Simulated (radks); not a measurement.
Values are calculated unless marked as measured or tabulated.
The mean radii <r> (bohr) of the occupied orbitals of an atom or ion are listed with their occupations. Level of theory: scalar-relativistic Kohn-Sham, LDA (Slater exchange, Perdew-Wang correlation), spin-unpolarised, spherical densities, point nucleus (a radial shooting solver on a logarithmic mesh with Libxc functionals).

orbital  occ.      <r>
1s          2  0.02233
2s          2  0.09517
2p          6  0.08392
3s          2   0.2498
3p          6   0.2482
3d         10   0.2260
4s          2   0.5664
4p          6   0.5998
4d         10   0.6547
5s          2    1.378
5p          6    1.619
4f          7   0.9564
7s          1    7.852

Name the element and its charge.

Answer. Z = 63, europium, charge +1: Eu+ in [Xe] 4f7 7s1. The 1s radius gives Z: for a bare nucleus <r> = (2 gamma + 1)/(2Z) with gamma = sqrt(1 - (Z/c)^2), 0.02203 bohr for Z = 63, and screening makes it slightly larger (0.02233 here). The occupations add up to 62, and the charge is Z minus that.
